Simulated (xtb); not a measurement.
Al2 (SMILES [Al][Al]), triplet, from a rough starting geometry (GFN-xTB shapes and energies of metal compounds can be far from the true ones).

The xtb input:
```
$ xtb mol.xyz --gfn 2 --uhf 2 --opt vtight --json

# file mol.xyz
2

Al     0.07416505    -0.07042304    -1.21733946
Al    -0.05238122     0.03804801     1.26703936
```

Q: What does this run give for the total energy at the end of the optimisation, dipole moment?

A: 
| Quantity | Value |
|---|---|
| total energy at the end of the optimisation | -1.897578 Ha |
| dipole moment | 0.00 D |
